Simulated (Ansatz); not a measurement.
Mulliken charges of C₂H₃B₂Br (`BrBB1C=C1`) from PBE/def2-TZVPP in Ansatz (PBE0-D4/def2-TZVP geometry).

```json
{"atom": "Br1", "x (Å)": "-0.895", "y (Å)": "0.897", "z (Å)": "2.730", "charge (e)": "-0.070"}
{"atom": "B2", "x (Å)": "0.082", "y (Å)": "1.204", "z (Å)": "1.113", "charge (e)": "0.079"}
{"atom": "B3", "x (Å)": "0.067", "y (Å)": "0.055", "z (Å)": "-0.051", "charge (e)": "-0.266"}
{"atom": "C4", "x (Å)": "0.588", "y (Å)": "-1.159", "z (Å)": "-0.719", "charge (e)": "-0.034"}
{"atom": "C5", "x (Å)": "-0.487", "y (Å)": "-0.595", "z (Å)": "-1.261", "charge (e)": "-0.034"}
{"atom": "H6", "x (Å)": "0.657", "y (Å)": "2.248", "z (Å)": "1.060", "charge (e)": "0.044"}
{"atom": "H7", "x (Å)": "1.263", "y (Å)": "-1.994", "z (Å)": "-0.848", "charge (e)": "0.140"}
{"atom": "H8", "x (Å)": "-1.182", "y (Å)": "-0.712", "z (Å)": "-2.080", "charge (e)": "0.140"}
```

**Question.** By hand: the dipole of these point charges (1 e Å = 4.8032 D).

**Answer.** Σ q r = (0.088, -0.203, -0.386) e Å, of length 0.445 e Å = 2.14 D.

**Question.** How does the dipole of the full density compare? (Estimate.)

**Answer.** Computed: (0.065, -0.259, -0.400) e Å, 2.31 D; the point charges give 0.93 times that, at 6° from its direction.

Point charges leave out the atoms' own dipoles, such as those of lone pairs, and Mulliken's split depends on the basis, so the close match here is no proof of good charges.
